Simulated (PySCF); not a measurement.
## Yb⁴²⁺: ionisation energy

Yb⁴²⁺ [Ar] 3d10 (1S) → Yb⁴³⁺ [Ar] 3d9 (2D), as a difference of total energies. Computed with PySCF 2.14 in an uncontracted even-tempered set (18 s from 8.4 bohr⁻², ratio 2.5; 13 p from 11 bohr⁻², ratio 2.5; 8 d from 11 bohr⁻², ratio 2.5; 4 f from 48 bohr⁻², ratio 2.7; 3 g from 72 bohr⁻², ratio 2.7), with scalar relativity by spin-free X2C-1e. Correlated levels: outer shells: [Ne] frozen; virtual orbitals above 40 to 60 times the deepest correlated orbital energy dropped. The calculations carry no spin-orbit coupling.

```tsv
method	ionisation energy (eV)
UHF	3465.3
LDA	3463.0
PBE	3462.3
PBE0	3463.6
r2SCAN	3464.1
B3LYP	3463.4
M06-2X	3466.9
MP2 (outer shells)	3466.9
SCS-MP2 (outer shells)	3466.6
```

A first-order spin-orbit estimate (lowest level to lowest level, LS coupling) adds -20.255 eV.

Breit and QED terms and the two-electron picture change are absent.

For comparison: 3443 ± 4 eV (theoretical estimate listed by NIST; NIST Atomic Spectra Database, ionization energies).
